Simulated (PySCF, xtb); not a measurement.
iodoethane (C2H5I), SMILES C(C)I.

Geometry: PBE0-D3(BJ)/def2-SVP. The def2 effective core potentials stand for the cores of I; spin–orbit coupling is left out.

Computed with IEF-PCM-M06-2X/def2-SVP run with PySCF 2.14.0.

The values are the electrostatic part of the solvation free energy, E(continuum) − E(gas) at the gas-phase geometry, in a cavity of scaled van der Waals radii (PySCF's table); cavitation and dispersion terms are not included. In vacuum the orbital gap is 8.52 eV. The dipole moment in vacuum is 2.01 D.

Computed values in water (ε = 78.36), tetrahydrofuran (ε = 7.43), benzene (ε = 2.27):
```
solvent              ε  ΔG(elec) (kcal/mol)  dipole (D)  gap (eV)
---------------  -----  -------------------  ----------  --------
water            78.36                 -2.5        2.71      8.73
tetrahydrofuran   7.43                 -2.1        2.57      8.69
benzene           2.27                 -1.2        2.32      8.62
```

For comparison, GFN2-xTB/ALPB(water) (xtb, at the GFN2-xTB geometry, all terms of that model) gives -2.2 kcal/mol.
